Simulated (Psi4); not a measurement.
hexachlorodisilane (Cl6Si2), singlet, at a GFN2-xTB geometry.

The Psi4 input:
```
memory 2 GB

molecule {
0 1
  Cl    2.10500227   -0.48858342   -1.56076457
  Si    1.15002808   -0.11759071    0.17786792
  Cl    1.92269327    1.56678871    0.97681015
  Cl    1.52221827   -1.64568561    1.44232616
  Si   -1.15002808    0.11759071   -0.17786792
  Cl   -1.52391777    1.66420617   -1.41909364
  Cl   -1.91738160   -1.55604237   -1.00404894
  Cl   -2.10861444    0.45931652    1.56477085
}

set basis pcseg-2

energy('pbe0')
print_variables()
```

**Question.** What does this run give for the total energy, nuclear repulsion energy, number of basis functions, dipole moment?

**Answer.** 
```yaml
total_energy: -3339.523475 Ha
nuclear_repulsion_energy: 1213.9505 Eh
number_of_basis_functions: 272
dipole_moment: 0.00 D
```
